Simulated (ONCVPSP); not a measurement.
## phosphorus (P): excitation energies, all-electron against ONCV

```json
{
 "Element": "phosphorus",
 "Generator": "ONCVPSP 4.0.1",
 "Type": "optimised norm-conserving Vanderbilt (ONCV)",
 "Functional": "LDA (Perdew-Wang 92)",
 "Relativity": "scalar-relativistic",
 "Frozen core": "[Ne]",
 "Valence charge": "5",
 "Reference configuration": "3s2 3p3",
 "Partial waves": "3s: rc 1.70 bohr, ncon 3, nbas 7, qcut 4.8 1/bohr, 2 projectors, debl 1.9 Ha; 3p: rc 2.05 bohr, ncon 5, nbas 9, qcut 3.5 1/bohr, 2 projectors, debl 2.2 Ha",
 "Local potential": "polynomial inside 1.55 bohr (lpopt 4, dvloc0 2 Ha)",
 "Core correction": "Teter function fitted to the true core (icmod 2), fcfact 0.35"
}
```

Energies are relative to the spin-unpolarised reference configuration 3s2 3p3; without spin polarisation the order of configurations can differ from experiment.

(1) Give the all-electron excitation energy and the error of the potential for: 3s2 3p2; 3s2 3p1; 3s2 3p0; 3s1 3p0.

Levels in the configuration 3s2 3p0:

```csv
level,all-electron (eV),pseudo (eV)
3s,-45.743,-45.680
```

Answers

(1)

| valence configuration | charge | ΔE all-electron (eV) | error AE − PS (meV) |
| --- | --- | --- | --- |
| 3s2 3p2 | +1 | 9.815 | +1.1 |
| 3s2 3p1 | +2 | 29.059 | +13 |
| 3s2 3p0 | +3 | 58.948 | +57 |
| 3s1 3p0 | +4 | 111.133 | +140 |
